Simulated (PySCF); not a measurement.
Can point charges reproduce the dipole moment of `ClC1=C2C=CC=C2O[SiH2]1`?

Coordinates (GFN2-xTB, Å) and charges (e) from the PBE0/pcSseg-1 density (PySCF):

| atom | x | y | z | Mulliken | IAO | Hirshfeld | ESP-fitted |
| --- | --- | --- | --- | --- | --- | --- | --- |
| Cl1 | 1.646 | 2.539 | -0.929 | -0.0552 | +0.0189 | -0.0121 | +0.0005 |
| C2 | 1.187 | 1.000 | -0.358 | -0.3683 | -0.2910 | -0.0685 | -0.3794 |
| C3 | -0.081 | 0.576 | -0.218 | -0.0768 | -0.0215 | -0.0270 | +0.4136 |
| C4 | -1.446 | 1.011 | -0.401 | -0.0290 | -0.2259 | -0.0905 | -0.5474 |
| C5 | -2.242 | -0.015 | -0.030 | -0.0618 | -0.1174 | -0.0335 | +0.0077 |
| C6 | -1.445 | -1.158 | 0.410 | -0.0840 | -0.2460 | -0.0952 | -0.4184 |
| C7 | -0.157 | -0.800 | 0.296 | +0.2716 | +0.1929 | +0.0650 | +0.2059 |
| O8 | 1.028 | -1.414 | 0.544 | -0.5926 | -0.5845 | -0.2056 | -0.3824 |
| Si9 | 2.316 | -0.442 | 0.199 | +0.9184 | +1.0268 | +0.4288 | +0.6396 |
| H10 | -1.743 | 1.975 | -0.767 | +0.0700 | +0.1619 | +0.0463 | +0.2295 |
| H11 | -3.318 | -0.024 | -0.044 | +0.0898 | +0.1610 | +0.0577 | +0.1580 |
| H12 | -1.850 | -2.091 | 0.752 | +0.0819 | +0.1631 | +0.0515 | +0.2167 |
| H13 | 3.070 | -1.016 | -0.904 | -0.0820 | -0.1192 | -0.0583 | -0.0719 |
| H14 | 3.035 | -0.142 | 1.427 | -0.0820 | -0.1192 | -0.0583 | -0.0719 |

Problem. What dipole does each set of charges give (1 e·Å = 4.803 D), and what does the density give?

Solution. The full density gives (0.90, -0.13, 0.06) D, 0.91 D in size; dipole vectors point from the negative to the positive end.

```tsv
scheme	μx	μy	μz	size (D)	share of the full size (%)	angle to the full dipole (°)
Mulliken	0.88	-1.00	0.39	1.39	152	42
IAO	2.56	0.65	-0.21	2.65	291	24
Hirshfeld	1.41	0.02	0.01	1.41	154	10
ESP-fitted	0.90	-0.17	0.08	0.92	101	3
```

Problem. Which set comes closest?

Solution. Length of the difference vector: ESP-fitted 0.04 D, Hirshfeld 0.53 D, Mulliken 0.93 D, IAO 1.86 D. Closest: ESP-fitted. ESP charges are fitted to the potential around the molecule, whose slowest-falling term is the dipole's. 

Problem. What is left for the Hirshfeld atoms' own dipoles?

Solution. The Hirshfeld atoms' densities add up to the full density, so μ = Σ q r + Σ (atomic dipoles). The atomic dipoles sum to (0.90, -0.13, 0.06) − (1.41, 0.02, 0.01) = (-0.51, -0.15, 0.05) D, 0.53 D in size.

Problem. With the origin at the mean of the coordinates, (0.000, 0.000, -0.002) Å, which are the largest single terms, by size, of the IAO dipole along the direction of the full one?

Solution. Si9 +11.66, O8 -3.52, H11 -2.53, H13 -1.78, H14 -1.78 D; all 14 atoms together +2.43 D. The single terms depend on the origin, their sum doesn't.

Problem. Give the size of the full dipole in other units.

Solution. 0.91 D = 0.359 au = 0.190 e·Å = 3.04 × 10⁻³⁰ C·m.

Isolated species at its GFN2-xTB geometry, gas phase.
